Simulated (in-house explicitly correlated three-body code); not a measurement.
Results of a calculation; reference values are marked as such.
**Two electrons around a charge Z: highest levels of functionals against the exact one**

The exact non-relativistic ground state comes from a variational code in 260 exponentially correlated functions, the Kohn-Sham parts from inverting its density (past Z = 6 the correlation energy is taken as exact minus Hartree-Fock, equal to within microhartrees), and self-consistent runs (Hartree-Fock is restricted) from a B-spline radial code. Z may be fractional; the second electron is bound down to Z = 0.911.

The exact Kohn-Sham level equals minus the binding energy. «Unbound» marks a run whose level isn't bound or that didn't converge.

```json
{"Z": "2.2", "exact (eV)": "-32.63", "Hartree-Fock (eV)": "-33", "RPBE (eV)": "-22.59", "BP86 (eV)": "-22.64", "r2SCAN0 (eV)": "-25.95", "PBE0 (eV)": "-25.3"}
{"Z": "2.84", "exact (eV)": "-65.65", "Hartree-Fock (eV)": "-65.99", "RPBE (eV)": "-51.57", "BP86 (eV)": "-51.58", "r2SCAN0 (eV)": "-56.26", "PBE0 (eV)": "-55.25"}
{"Z": "3.68", "exact (eV)": "-125.9", "Hartree-Fock (eV)": "-126.2", "RPBE (eV)": "-106.5", "BP86 (eV)": "-106.5", "r2SCAN0 (eV)": "-112.9", "PBE0 (eV)": "-111.5"}
{"Z": "4.6", "exact (eV)": "?", "Hartree-Fock (eV)": "?", "RPBE (eV)": "?", "BP86 (eV)": "?", "r2SCAN0 (eV)": "?", "PBE0 (eV)": "?"}
{"Z": "6", "exact (eV)": "?", "Hartree-Fock (eV)": "?", "RPBE (eV)": "?", "BP86 (eV)": "?", "r2SCAN0 (eV)": "?", "PBE0 (eV)": "?"}
{"Z": "7.3", "exact (eV)": "-605.2", "Hartree-Fock (eV)": "-605.4", "RPBE (eV)": "-562.9", "BP86 (eV)": "-563", "r2SCAN0 (eV)": "-576.9", "PBE0 (eV)": "-573.4"}
{"Z": "9.2", "exact (eV)": "-999.4", "Hartree-Fock (eV)": "-999.7", "RPBE (eV)": "-945.1", "BP86 (eV)": "-945.3", "r2SCAN0 (eV)": "-963.1", "PBE0 (eV)": "-958.5"}
{"Z": "12", "exact (eV)": "-1759", "Hartree-Fock (eV)": "-1760", "RPBE (eV)": "-1687", "BP86 (eV)": "-1688", "r2SCAN0 (eV)": "-1711", "PBE0 (eV)": "-1705"}
```

Question: What belongs in the row Z = 6?

Answer: exact (eV): -392; Hartree-Fock (eV): -392.3; RPBE (eV): -358; BP86 (eV): -358; r2SCAN0 (eV): -369.3; PBE0 (eV): -366.5.

Question: What belongs in the row Z = 4.6?

Answer: exact (eV): -213.9; Hartree-Fock (eV): -214.2; RPBE (eV): -188.7; BP86 (eV): -188.7; r2SCAN0 (eV): -197.1; PBE0 (eV): -195.1.

Question: Why do the levels of the functionals lie above the exact one?

Answer: Semilocal exchange-correlation potentials fall off faster than the exact −1/r, since they don't cancel the electron's repulsion by itself; hybrids restore a share of the tail, and range-separated ones all of it at long range. Hartree-Fock has the tail but lacks relaxation and correlation.
